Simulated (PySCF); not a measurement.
## Two-photon absorption: `BrC1=CC=CC12C=CC=C2`, C₉H₇Br

Molfile (atoms numbered from 1):
```
C9H7Br
     RDKit          3D

 17 18  0  0  0  0  0  0  0  0999 V2000
    0.1021    2.4717   -0.6249 Br  0  0  0  0  0  0  0  0  0  0  0  0
    1.1773    0.9687   -0.4058 C   0  0  0  0  0  0  0  0  0  0  0  0
    2.5023    0.8690   -0.6305 C   0  0  0  0  0  0  0  0  0  0  0  0
    2.9159   -0.5022   -0.3226 C   0  0  0  0  0  0  0  0  0  0  0  0
    1.8505   -1.2202    0.0831 C   0  0  0  0  0  0  0  0  0  0  0  0
    0.6123   -0.3516    0.0749 C   0  0  0  0  0  0  0  0  0  0  0  0
   -0.4911   -0.8928   -0.8069 C   0  0  0  0  0  0  0  0  0  0  0  0
   -1.6007   -1.0824   -0.0695 C   0  0  0  0  0  0  0  0  0  0  0  0
   -1.3340   -0.6904    1.3195 C   0  0  0  0  0  0  0  0  0  0  0  0
   -0.0625   -0.2626    1.4257 C   0  0  0  0  0  0  0  0  0  0  0  0
    3.1538    1.6696   -0.9806 H   0  0  0  0  0  0  0  0  0  0  0  0
    3.9394   -0.8698   -0.4141 H   0  0  0  0  0  0  0  0  0  0  0  0
    1.8252   -2.2675    0.3834 H   0  0  0  0  0  0  0  0  0  0  0  0
   -0.3536   -1.0781   -1.8719 H   0  0  0  0  0  0  0  0  0  0  0  0
   -2.5550   -1.4641   -0.4365 H   0  0  0  0  0  0  0  0  0  0  0  0
   -2.0621   -0.7395    2.1310 H   0  0  0  0  0  0  0  0  0  0  0  0
    0.4500    0.1037    2.3149 H   0  0  0  0  0  0  0  0  0  0  0  0
  1  2  1  0
  2  3  2  0
  3  4  1  0
  4  5  2  0
  5  6  1  0
  6  7  1  0
  7  8  2  0
  8  9  1  0
  9 10  2  0
  6  2  1  0
 10  6  1  0
  3 11  1  0
  4 12  1  0
  5 13  1  0
  7 14  1  0
  8 15  1  0
  9 16  1  0
 10 17  1  0
M  END
```

Method: TDDFT CAM-B3LYP/aug-cc-pVDZ excited states, vertical, gas phase in PySCF 2.14.0. Geometry: PBE0-D3(BJ)/def2-SVP.

The calculation is non-relativistic, which matters for the atoms heavier than Zn.

How strongly do the lowest singlets absorb one photon, and two photons of half the energy?

δ for parallel linear polarisation; σ at the peak of a Lorentzian of half width 0.1 eV, single beam; Ω is circular over linear.
| state | E (eV) | f | photon λ (nm) | δ (au) | σ (GM) | Ω | main |
| --- | --- | --- | --- | --- | --- | --- | --- |
| S1 | 4.29 | 0.050 | 578 | 2.98 | 0.02 | 1.17 | HOMO→LUMO 0.98 |
| S2 | 4.40 | 0.015 | 564 | 0.76 | 0.01 | 1.50 | HOMO→LUMO+1 0.96 |
| S3 | 5.30 | 0.086 | 468 | 59.4 | 0.61 | 0.42 | HOMO−1→LUMO 0.98 |
| S4 | 5.31 | 0.014 | 467 | 2.34 | 0.02 | 1.50 | HOMO−1→LUMO+1 0.52, HOMO→LUMO+2 0.16 |
| S5 | 5.41 | 0.018 | 458 | 12 | 0.13 | 1.50 | HOMO−1→LUMO+1 0.43, HOMO→LUMO+2 0.24 |
| S6 | 5.52 | 0.003 | 449 | 40.4 | 0.45 | 1.50 | HOMO→LUMO+2 0.48, HOMO→LUMO+4 0.12 |

Among these, the strongest one-photon state is S3, the strongest two-photon state S3, with a dipole change of 4.4 D (relaxed, norm of the difference vector).
